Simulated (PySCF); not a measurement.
Can point charges reproduce the dipole moment of `P([SiH2]C=C)[SiH2]Cl`?

Coordinates (GFN2-xTB, Å) and charges (e) from the PBE0/pcSseg-1 density (PySCF):

| atom | x | y | z | Mulliken | IAO | Hirshfeld | ESP-fitted |
| --- | --- | --- | --- | --- | --- | --- | --- |
| C1 | 1.818 | -1.268 | -0.231 | -0.1597 | -0.2690 | -0.0794 | -0.3526 |
| C2 | 1.961 | 0.005 | 0.100 | -0.4755 | -0.4161 | -0.1374 | -0.2302 |
| Si3 | 0.641 | 1.012 | 0.989 | +0.5284 | +0.5851 | +0.2811 | +0.3672 |
| P4 | -1.147 | -0.325 | 1.222 | -0.4324 | -0.2365 | -0.0650 | -0.4024 |
| Si5 | -2.098 | -0.269 | -0.797 | +0.5145 | +0.6177 | +0.2847 | +0.2922 |
| Cl6 | -2.357 | 1.592 | -1.538 | -0.3091 | -0.3128 | -0.1195 | -0.1832 |
| H7 | 2.587 | -1.836 | -0.733 | +0.1253 | +0.1551 | +0.0529 | +0.1739 |
| H8 | 0.907 | -1.805 | -0.003 | +0.1396 | +0.1399 | +0.0344 | +0.1930 |
| H9 | 2.889 | 0.508 | -0.138 | +0.1346 | +0.1568 | +0.0462 | +0.1548 |
| H10 | 1.058 | 1.364 | 2.351 | -0.0473 | -0.1046 | -0.0734 | -0.0595 |
| H11 | 0.370 | 2.246 | 0.239 | -0.0385 | -0.1118 | -0.0800 | -0.0799 |
| H12 | -1.951 | 0.653 | 1.772 | +0.0990 | +0.0135 | -0.0030 | +0.1673 |
| H13 | -1.258 | -1.004 | -1.738 | -0.0388 | -0.1108 | -0.0708 | -0.0192 |
| H14 | -3.422 | -0.874 | -0.677 | -0.0404 | -0.1067 | -0.0707 | -0.0217 |

Question: Compute μ = Σ q r for each scheme (1 e·Å = 4.803 D) and compare with the dipole of the full density.

Answer: The full density gives (0.86, -0.54, 0.01) D, 1.01 D in size; dipole vectors point from the negative to the positive end.

```
    scheme    μx     μy    μz  size (D)  share of the full size (%)  angle to the full dipole (°)
  Mulliken  0.15  -0.87  0.42      0.98                          97                            53
       IAO  0.43  -1.41  0.86      1.71                         169                            49
 Hirshfeld  0.27  -0.70  0.43      0.86                          85                            45
ESP-fitted  0.84  -0.60  0.07      1.03                         102                             4
```

Question: Which set comes closest?

Answer: Length of the difference vector: ESP-fitted 0.08 D, Hirshfeld 0.73 D, Mulliken 0.88 D, IAO 1.29 D. Closest: ESP-fitted. The schemes that divide the density aren't constrained to reproduce the dipole.

Question: What is left for the Hirshfeld atoms' own dipoles?

Answer: The Hirshfeld atoms' densities add up to the full density, so μ = Σ q r + Σ (atomic dipoles). The atomic dipoles sum to (0.86, -0.54, 0.01) − (0.27, -0.70, 0.43) = (0.59, 0.16, -0.42) D, 0.73 D in size.

Question: With the origin at the mean of the coordinates, (0.000, 0.000, 0.058) Å, which are the largest single terms, by size, of the Hirshfeld dipole along the direction of the full one?

Answer: Si5 -2.25, Cl6 +1.64, C2 -1.09, C1 -0.84, H14 +0.83 D; all 14 atoms together +0.61 D. The single terms depend on the origin, their sum doesn't.

Question: Give the size of the full dipole in other units.

Answer: 1.01 D = 0.398 au = 0.211 e·Å = 3.37 × 10⁻³⁰ C·m.

Geometry: GFN2-xTB, one conformer, isolated molecule.

These values come from a run that also computed NMR shieldings. Hardware: an Arm Neoverse N1 with one thread (shared host). Cost: 45 s, 0.76 GiB resident at most.

The values belong to the conformer `[CH2:1]=[CH:2][SiH2:3][PH:4][SiH2:5][Cl:6]`: C1–C2–Si3–P4 -3°, C2–Si3–P4–Si5 -79°, Si3–P4–Si5–Cl6 -49°.
